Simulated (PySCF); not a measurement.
A structure optimised at PBE0-D3(BJ)/def2-SVP, used in a PySCF frequency run:

```xyz
7

O      0.1747     1.6671     0.5566
Si    -0.2456     0.2210    -0.0757
F     -0.4870     0.2846    -1.6621
F     -1.6740    -0.2022     0.5381
S      1.2801    -1.1766     0.2815
H     -0.5277     2.3057     0.7182
H      1.5358    -0.6513     1.5002
```

**Question.** Write its SMILES and formula.

**Answer.** O[Si](F)(F)S, F2H2OSSi

**Question.** What are its rotational constants (standard atomic weights)?

**Answer.** 3.9485, 2.3650, 2.2800 GHz
